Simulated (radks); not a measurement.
The numbers below are computed, except where a source is named.
Problem. The table gives one normalised radial function P(r) = r R(r) of Gd47+ in [Ne] 3s2 3p5 (r in bohr). Code: a radial shooting solver on a logarithmic mesh with Libxc functionals. Model: scalar-relativistic Kohn-Sham, PBE, spin-polarised, spherical densities, point nucleus; open shells are filled with parallel spins first (spin-orbit coupling, left out, can overturn this in heavy ions).

r,P
0.0008769,0.0090
0.000973,0.0107
0.001088,0.0130
0.001208,0.0155
0.001351,0.0187
0.001499,0.0224
0.001676,0.0271
0.00186,0.0323
0.002081,0.0392
0.002309,0.0468
0.002582,0.0566
0.002865,0.0676
0.003205,0.0818
0.003585,0.0990
0.003977,0.1180
0.004449,0.1426
0.004936,0.1697
0.005521,0.2045
0.006127,0.2429
0.006853,0.2919
0.007604,0.3454
0.008505,0.4133
0.009437,0.4870
0.01056,0.5793
0.01171,0.6785
0.0131,0.8013
0.01465,0.9419
0.01626,1.0894
0.01819,1.2669
0.02018,1.4491
0.02257,1.6627
0.02504,1.8753
0.02801,2.1159
0.03108,2.3452
0.03477,2.5913
0.03858,2.8107
0.04315,3.0262
0.04826,3.2073
0.05355,3.3323
0.0599,3.4078
0.06646,3.4127
0.07434,3.3396
0.08249,3.1961
0.09226,2.9627
0.1024,2.6813
0.1145,2.3250
0.1271,1.9644
0.1421,1.5691
0.1577,1.2185
0.1764,0.8800
0.1973,0.5978
0.2189,0.3926
0.2448,0.2320
0.2717,0.1320
0.3039,0.0656
0.3372,0.0312
0.3771,0.0125
0.4185,0.0048
0.4681,0.0015
0.5194,0.0004
0.5809,0.0001
0.6446,0.0000
0.721,0.0000

Which n and l does it have? It may be an empty orbital.

Solution. n = 2, l = 1: the number of nodes gives n - l - 1 = 0, the rise at small r (about r^(l+1), flatter next to the nucleus through relativity) gives l, and the extent must fit the shell. The curve is that of 2p down; the table hardly tells the two spins apart. 2p down: eigenvalue -10367.3 eV, 0 radial nodes, <r> = 0.0814 bohr, 90 % of the charge inside 0.132 bohr.
